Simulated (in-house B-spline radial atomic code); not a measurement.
What moves the levels of W II (W+) ([Xe] 4f14 5d4 6s1)? Computed with a B-spline radial code for spherical atoms: Dirac-Hartree-Fock, average of configuration, Fermi nucleus of rms radius 5.3658 fm.

Baseline run (computed): total energy -16155.8814 hartree, 1s1/2 at -2571.545 hartree, 6s1/2 at -14.31 eV with <r> = 3.11 bohr.

Scaling the speed of light c (a factor of 100 is close to the non-relativistic limit):

| c/c0 | ΔE (hartree) | 6s1/2 level (eV) | 6s1/2 <r> (bohr) |
| --- | --- | --- | --- |
| 0.95 | -112.26 | -14.5492 | 3.07 |
| 0.98 | -42.322 | -14.3996 | 3.095 |
| 1.02 | 39.284 | -14.2283 | 3.124 |
| 3 | 784.84 | -12.8201 | 3.402 |
| 100 | 869.03 | -12.6779 | 3.434 |

Changing the nucleus:

```
                                          nucleus  ΔE (eV)
         Gaussian nucleus of rms radius 5.3658 fm   -0.484
uniform spherical nucleus of rms radius 5.3658 fm    0.121
           Gaussian nucleus of rms radius 0.01 fm    -69.2
            Fermi nucleus of rms radius 5.2585 fm     -2.3
            Fermi nucleus of rms radius 5.4731 fm     2.33
```

A larger nucleus binds the electrons less, roughly as the density at the nucleus times the change of the nuclear <r²>. At equal rms radius the shape enters only through higher moments. A radius of 0.01 fm is nearly a point.

Task: The nuclear charge is raised by 0.1. What does the Hellmann-Feynman theorem predict for the energy, and what is found?

Result: dE/dZ ≈ -Σ<1/r>, which is -545.127 at the start and -546.272 at the end; their mean times 0.1 is -54.57 hartree, and the two runs differ by -54.567 hartree.
